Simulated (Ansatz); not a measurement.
Frontier orbitals of CH$_{4}$BNSi, SMILES `B[SiH2]C#N`.

The species carries charge 0 and has multiplicity 1. The structure was optimised at the PBE0-D4/def2-TZVP level. Basis def2-TZVPP, the Gaussian-basis code of Ansatz.

Orbital energies of one run (eV). Highest occupied ones, from the top: -7.88, -8.51, -8.54, -9.01, -9.32, -9.74, -11.03, -12.85, -15.29, -22.48, -94.83, -94.86, -94.91, -137.34. Empty: -4.41, -1.58, -1.55, -0.68, 0.11, 0.65.

Which functional gave them?
A. r2SCAN0
B. BHLYP
C. LC-ωPBE
D. LDA (SPW92)

D. HOMO energies: LDA (SPW92) -7.88, LC-ωPBE -11.75, BHLYP -10.16, r2SCAN0 -9.18 eV.

LC-ωPBE has ω = 0.4 bohr⁻¹.
